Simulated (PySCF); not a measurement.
# Which determinant of SnH lies lowest?

Unrestricted PBE0; Sn cc-pVTZ-PP with ECP28, H cc-pVTZ; scalar-relativistic core potentials (PySCF 2.14). Outer shells of the fragments: Sn 4d10 5s2 5p2; H 1s1.

Followed along the bond (rough minima from three points):

| 2Ms+1 | unpaired | ⟨S²⟩ at the start | R at minimum (Å) | Te (eV) |
| --- | --- | --- | --- | --- |
| 2 | π ↑ | 0.75 | 1.78 | 0.00 |
| 4 | σ ↑, π ↑↑ | 3.75 | 1.77 | 1.90 |

Solutions found at the starting distance of 1.670 Å, counted from the lowest of them; the search is not exhaustive and high or unbound solutions are not listed, so other states can lie among these:

```
2Ms+1   unpaired   term  E (eV)  ⟨S²⟩  ⟨Lz²⟩  μ (D)
    2        π ↑     ²Π    0.00  0.75   1.01  -0.14
    4  σ ↑, π ↑↑    ⁴Σ⁻    1.86  3.75   0.00   0.03
    2  σ ↑, π ↑↓  mixed    2.48  1.77   2.02   0.16
    2  σ ↓, π ↑↑  mixed    2.49  1.77   0.00   0.25
    2        σ ↑  mixed    3.29  0.76   2.01   0.17
    4  σ ↑↑, π ↑     ⁴Π    5.72  3.75   1.00   1.52
    2        π ↑     ²Π    7.28  0.79   1.01   0.08
```

A term symbol is given only where ⟨S²⟩ and ⟨Lz²⟩ are close to those of a pure state; real π, δ and φ orbitals otherwise mix terms. A positive dipole means Sn(−)H(+).

Spin–orbit coupling is left out. Counting both spins, an empty level lies below a filled one in some of these solutions, because spin and occupation are held.
